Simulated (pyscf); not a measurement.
F₂S₂W (SMILES [F][W]1([F])[S][S]1), singlet

Gas-phase minimum from PySCF at ωB97X-D3(BJ)/def2-SVP, one conformer. cyclic F₂S₂W (SMILES [F][W]1([F])[S][S]1) [singlet] lies 42.5 kcal/mol over its isomer F–W(F)(=S)=S, and others may lie lower still (electronic energy, ωB97M-D3(BJ)). 

```
W
F 1 1.8390
F 1 1.8399 2 126.51
S 1 2.2736 2 113.49 3 150.29
S 4 2.0767 1 62.83 2 102.73
```
Charge 0, spin multiplicity 1.

Properties at ωB97X-D3(BJ)/def2-SVP:

```
Quantity                                                                                                                                                          Value
---------------------------------------------------------------------------------------------------------------------  ------------------------------------------------
Harmonic wavenumbers, unscaled                                                                                         153, 175, 177, 181, 332, 411, 584, 721, 730 cm⁻¹
Zero-point energy                                                                                                                                          5.0 kcal/mol
Rotational symmetry number                                                                                                                                            2
Entropy of this conformer at 298 K and 1 atm, rigid rotor and harmonic oscillator, modes under 100 cm⁻¹ raised to 100                                   345.9 J/(mol K)
Dipole moment                                                                                                                                                    1.15 D
```

Single-point totals, which compare only within one level:

```
level                   total energy (hartree)
----------------------  ----------------------
ωB97X-D3(BJ)/def2-TZVP             -1063.47862
PBE/def2-TZVP                      -1062.95398
r²SCAN/def2-TZVP                   -1063.33110
B3LYP-D3(BJ)/def2-TZVP             -1063.48524
PBE0-D3(BJ)/def2-TZVP              -1062.94857
M06-2X/def2-TZVP                   -1063.19877
ωB97M-D3(BJ)/def2-TZVP             -1063.49945
```

A restricted singlet here is unstable towards spin polarisation, as is usual where a triplet lies low; its energy is less safe. Elements past Kr carry the def2 core potentials, without spin-orbit coupling.
